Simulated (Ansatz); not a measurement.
Geometry optimisation, RKS B3LYP-D4/def2-SVP (Ansatz 0.2.0).

Input:

```yaml
crystal:
  periodic: [false, false, false]
  atoms:
    - { symbol: Si, position_ang: [-1.5209, 1.5971, 0.2891] }
    - { symbol: Si, position_ang: [0.4046, 0.654, 0.9676] }
    - { symbol: C, position_ang: [0.461, -1.1289, 0.4959] }
    - { symbol: Si, position_ang: [0.9111, -1.2245, -1.3011] }
    - { symbol: Cl, position_ang: [1.20585, 0.70117, -1.99604] }
    - { symbol: H, position_ang: [-1.6584, 3.059, 0.7646] }
    - { symbol: H, position_ang: [-1.6021, 1.6453, -1.2038] }
    - { symbol: H, position_ang: [-2.686, 0.8803, 0.7894] }
    - { symbol: H, position_ang: [0.4832, 0.7718, 2.4929] }
    - { symbol: H, position_ang: [1.5865, 1.404, 0.4672] }
    - { symbol: H, position_ang: [1.2844, -1.6208, 1.0942] }
    - { symbol: H, position_ang: [-0.4181, -1.6373, 0.7851] }
    - { symbol: H, position_ang: [0.02989, -1.91369, -2.12198] }
    - { symbol: H, position_ang: [2.31231, -1.88023, -1.36323] }
basis:
  gaussian: { orbitals: def2-SVP }
hamiltonian:
  xc: b3lyp
  dispersion: d4
relax:
  f_tol: 0.015
  max_steps: 40
output:
  orbitals: {}
```

Run as:

```bash
$ ansatz run input.yaml --threads 2 --pin off --max-ram 3072MiB --backend cpu --events-out ev --progress --plain --runs-dir out
```

Question: Where does it end, and by what steps?

Answer: It converged. After 20 steps the energy has fallen by 0.695 eV; H14 moved furthest, 1.08 Å.

```json
{"step": "0", "energy less start (eV)": "0.0000", "largest force component (eV/Å)": "2.844", "accepted": "yes"}
{"step": "1", "energy less start (eV)": "-0.5326", "largest force component (eV/Å)": "0.747", "accepted": "yes"}
{"step": "2", "energy less start (eV)": "-0.6192", "largest force component (eV/Å)": "0.215", "accepted": "yes"}
{"step": "3", "energy less start (eV)": "-0.6246", "largest force component (eV/Å)": "0.223", "accepted": "yes"}
{"step": "4", "energy less start (eV)": "-0.6438", "largest force component (eV/Å)": "0.110", "accepted": "yes"}
{"step": "5", "energy less start (eV)": "-0.6490", "largest force component (eV/Å)": "0.070", "accepted": "yes"}
{"step": "6", "energy less start (eV)": "-0.6511", "largest force component (eV/Å)": "0.034", "accepted": "yes"}
{"step": "7", "energy less start (eV)": "-0.6532", "largest force component (eV/Å)": "0.089", "accepted": "yes"}
{"step": "8", "energy less start (eV)": "-0.6561", "largest force component (eV/Å)": "0.151", "accepted": "yes"}
{"step": "9", "energy less start (eV)": "-0.6606", "largest force component (eV/Å)": "0.199", "accepted": "yes"}
{"step": "10", "energy less start (eV)": "-0.6660", "largest force component (eV/Å)": "0.277", "accepted": "yes"}
{"step": "11", "energy less start (eV)": "-0.6655", "largest force component (eV/Å)": "0.304", "accepted": "no"}
{"step": "12", "energy less start (eV)": "-0.6784", "largest force component (eV/Å)": "0.110", "accepted": "yes"}
{"step": "13", "energy less start (eV)": "-0.6856", "largest force component (eV/Å)": "0.039", "accepted": "yes"}
{"step": "14", "energy less start (eV)": "-0.6912", "largest force component (eV/Å)": "0.085", "accepted": "yes"}
{"step": "15", "energy less start (eV)": "-0.6921", "largest force component (eV/Å)": "0.136", "accepted": "yes"}
{"step": "16", "energy less start (eV)": "-0.6941", "largest force component (eV/Å)": "0.068", "accepted": "yes"}
{"step": "17", "energy less start (eV)": "-0.6948", "largest force component (eV/Å)": "0.016", "accepted": "yes"}
{"step": "18", "energy less start (eV)": "-0.6951", "largest force component (eV/Å)": "0.015", "accepted": "yes"}
{"step": "19", "energy less start (eV)": "-0.6952", "largest force component (eV/Å)": "0.022", "accepted": "yes"}
{"step": "20", "energy less start (eV)": "-0.6953", "largest force component (eV/Å)": "0.013", "accepted": "yes"}
```

```xyz
14
Properties=species:S:1:pos:R:3
Si -1.568 1.547 0.159
Si 0.382 0.734 1.199
C 0.844 -0.994 0.547
Si 0.805 -1.214 -1.312
Cl 1.783 0.394 -2.217
H -1.973 2.855 0.756
H -1.332 1.734 -1.303
H -2.690 0.575 0.338
H 0.155 0.651 2.674
H 1.507 1.683 0.959
H 1.849 -1.251 0.925
H 0.141 -1.729 0.980
H -0.599 -1.216 -1.804
H 1.488 -2.464 -1.741
```

Whether the end is a true minimum wasn't checked by a vibrational analysis.

Run time: 80 s on 2 threads of Arm Neoverse V2, on a shared host, peak memory 0.34 GiB.
